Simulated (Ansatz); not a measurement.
```xyz
6

H     1.1000    0.0000    0.0000
H     0.5500    0.9526    0.0000
H    -0.5500    0.9526    0.0000
H    -1.1000    0.0000    0.0000
H    -0.5500   -0.9526    0.0000
H     0.5500   -0.9526    0.0000
```

Basis set: 6-31G (spherical functions). All electrons are correlated. Charge 0, multiplicity 1.

Computed with Ansatz (development build ahead of 0.2.0); each method stands on the lowest determinant of its kind that the runs found. Restricted open shells among the atoms or ions are ROHF, correlated in semicanonical orbitals with singles.

Q: Give the atomization energy at this shape (free ground-state atoms in the same class of orbitals less the molecule, no zero-point energy) of singlet H6 by RHF-MP2, RHF.

A:

```tsv
method	atomization energy
RHF-MP2	8.07 eV
RHF	6.18 eV
```

Caution: stretched shape with no unrestricted run beside it, a lower state can exist. Caution for RHF-MP2: bonds are stretched, where a single reference can fail.

This basis has no polarisation functions and is too small for such energies, which can lie far from measured ones in either direction.
